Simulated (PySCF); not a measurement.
Species: C₅H₆N₃P.
Atom-mapped SMILES: `[CH3:1][CH2:2][n:3]1[cH:4][p:5][c:6]([C:7]#[N:8])[n:9]1`

Cartesian coordinates in Å at the GFN2-xTB level; atoms count from 1:
```xyz
15
C5H6N3P angstrom
C     -2.0484   -0.4356    0.5895
C     -1.2355   -0.3723   -0.7011
N      0.0751    0.1768   -0.4489
C      0.3830    1.4859   -0.4755
P      2.0157    1.7961   -0.0230
C      2.1372    0.0319    0.1768
C      3.3034   -0.6267    0.5943
N      4.2781   -1.1182    0.9473
N      1.0327   -0.6374   -0.0887
H     -3.0258   -0.8653    0.3908
H     -2.1818    0.5594    1.0092
H     -1.5356   -1.0563    1.3201
H     -1.0933   -1.3775   -1.1038
H     -1.7399    0.2493   -1.4444
H     -0.3694    2.1978   -0.7645
```

NICS is the negative of the GIAO shielding at a point without a nucleus: at the ring centre (0) and 1 Å above and below it (1); zz is the component along the ring normal. Level: GIAO PBE0/pcSseg-1 (PySCF, non-relativistic, gas phase) on the GFN2-xTB geometry, one conformer.

Ring bond lengths (Å), with Mayer bond orders in brackets: N3–C4 1.345 (1.21), C4–P5 1.722 (1.41), P5–C6 1.780 (1.17), C6–N9 1.318 (1.45), N9–N3 1.307 (1.22).

**Question.** What do the NICS probes read (ppm)?

**Answer.** 
| ring | type | NICS(0) | NICS(1), two faces | NICS(1)zz, two faces | rms pucker (Å) | centre to ring atoms, mean (Å) |
| --- | --- | --- | --- | --- | --- | --- |
| N3–C4–P5–C6–N9 | 5-membered ring with 2 N and P; formal bonds all aromatic | -13.6 | -12.7 / -12.7 | -29.1 / -30.0 | 0.00 | 1.26 |

**Question.** What can be read from them?

**Answer.** 
- N3–C4–P5–C6–N9: mean NICS(1)zz -29.5 ppm, shielded.

**Question.** What does the geometric index give? Use HOMA with the parameters of Krygowski (1993).

**Answer.** 
- N3–C4–P5–C6–N9: HOMA 0.82; the largest term is that of P5–C6, α(R − Ropt)² = 0.79.

**Question.** At the second NICS(1) probe listed for ring N3–C4–P5–C6–N9, 1 Å off the ring, what do the in-plane components average?

**Answer.** The isotropic value is a third of the trace: (3 × -12.7 − (-30.0))/2 = -4.0 ppm.

**Question.** List the ring angles and the Hirshfeld charges of the ring atoms.

**Answer.** 
- N3–C4–P5–C6–N9: N3 116.3° (+0.068 e), C4 112.8° (-0.068 e), P5 85.2° (+0.065 e), C6 115.0° (-0.022 e), N9 110.7° (-0.103 e); sum 540.0° against 540° for a flat convex ring.
